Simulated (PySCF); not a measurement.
Structure with atom numbers: `[CH3:1][O:2][C:3]1=[C:4]([CH:5]2[CH2:6][CH2:7]2)[C:8](=[O:9])[O:10][C:11]1=[O:12]`. Each H is labelled by its parent atom. Ha(C6), Ha(C7) are cis to C4 on the ring; Hb(C6), Hb(C7) are trans to C4 on the ring.

- GFN2-xTB geometry
- GIAO PBE0/pcSseg-1 shieldings
- code: PySCF 2.14
- rapidly exchanging positions averaged, no solvent model, a single conformation, no relativistic terms

List the cross peaks expected in HSQC, COSY and HMBC spectra.

Answers



HSQC (one-bond C–H):
```tsv
δH	δC
4.45 (H(C1))	61.3 (C1)
1.83 (H(C5))	10.9 (C5)
1.44 (Ha(C6)/Ha(C7))	12.1 (C6/C7)
1.02 (Hb(C6)/Hb(C7))	12.1 (C6/C7)
```

COSY cross peaks (H two or three bonds apart, from the bond graph; peaks can be absent where the dihedral angle is near 90°):
```tsv
δH	δH
1.83 (H(C5))	1.44 (Ha(C6)/Ha(C7))
1.83 (H(C5))	1.02 (Hb(C6)/Hb(C7))
1.44 (Ha(C6)/Ha(C7))	1.02 (Hb(C6)/Hb(C7))
```

HMBC (two and three bonds, from the bond graph):
```tsv
δH	δC
4.45 (H(C1))	160.3 (C3)
1.83 (H(C5))	169.2 (C8), 160.3 (C3), 128.6 (C4), 12.1 (C6/C7)
1.44 (Ha(C6)/Ha(C7))	128.6 (C4), 12.1 (C6/C7), 10.9 (C5)
1.02 (Hb(C6)/Hb(C7))	128.6 (C4), 12.1 (C6/C7), 10.9 (C5)
```

δ = σ(ref) − σ, references computed at the same level: ¹H and ¹³C against TMS.

Shifts are as computed. Against solution values, carbons near 30 ppm lie about +3 ppm off and those near 130 ppm about +5 ppm. Of 1211 compounds with measured shifts, 218 miss one by over three times the rms of a fit or turn the order of signals round; such compounds aren't used in these exercises.
